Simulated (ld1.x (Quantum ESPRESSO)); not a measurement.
**u(r) = r·R(r): atom against pseudo-atom (chromium)**

Columns: radius, all-electron u(r) and pseudo u(r) of the 4s shell (level -4.95 eV) of chromium in the configuration [Ar] 3d5 4s0 4p1; PBEsol, scalar-relativistic, ultrasoft scheme, ld1.x (Quantum ESPRESSO) 7.5.

```tsv
r (bohr)	all-electron	pseudo
0.150	-0.1280	-0.0478
0.300	-0.0720	-0.0954
0.450	0.1323	-0.1427
0.600	0.2454	-0.1893
0.750	0.2441	-0.2350
0.900	0.1677	-0.2796
1.050	0.0560	-0.3228
1.200	-0.0645	-0.3641
1.350	-0.1791	-0.4033
1.500	-0.2806	-0.4398
1.650	-0.3663	-0.4734
1.800	-0.4358	-0.5035
1.950	-0.4902	-0.5297
2.100	-0.5309	-0.5517
2.250	-0.5598	-0.5692
2.400	-0.5785	-0.5818
2.550	-0.5886	-0.5893
2.700	-0.5915	-0.5915
2.850	-0.5885	-0.5885
3.000	-0.5807	-0.5807
3.150	-0.5691	-0.5691
3.300	-0.5544	-0.5544
3.450	-0.5373	-0.5373
3.600	-0.5185	-0.5185
3.750	-0.4983	-0.4983
3.900	-0.4773	-0.4773
```

**Question.** How many radial nodes do the two functions have?

**Answer.** The all-electron 4s function has n − l − 1 = 3 (the table is too coarse to show those close to the nucleus); the pseudo-wave has 0, since the states of the same l below it are removed with the core.

**Question.** At about which radius was the pseudo-wave matched?

**Answer.** 2.75 bohr, where the columns begin to agree (steps of 0.15 bohr).

**Question.** Where does each function peak?

**Answer.** Outermost all-electron maximum near 2.70 bohr, pseudo maximum near 2.70 bohr (to the table’s step).

**Question.** Is the pseudo-wave norm-conserving?

**Answer.** No, it belongs to an ultrasoft set: the norm inside the radius is not constrained, and the difference is carried by the augmentation charge.
